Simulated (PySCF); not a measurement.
CH₃BrMg, SMILES [CH3][Mg][Br].

Coordinates come from a PBE0-D3(BJ)/def2-TZVP optimisation.

Method: B3LYP/def2-TZVPD run with PySCF.

Isolated molecule, no solvent.

```json
{
 "total_energy": "-2814.28838 hartree",
 "point_group": "C3v",
 "highest_occupied_level": "-7.37 eV",
 "lowest_empty_level": "-1.42 eV",
 "orbital_gap": "5.95 eV",
 "dipole_moment": "2.17 D",
 "quadrupole, principal values (traceless, Buckingham form, about the centre of nuclear charge)": "-9.04, 4.52, 4.52 D·Å",
 "mean_static_polarisability": "64.1 bohr³ (9.49 Å³)",
 "polarisability_principal_values": "53.7, 53.7, 84.8 bohr³"
}
```
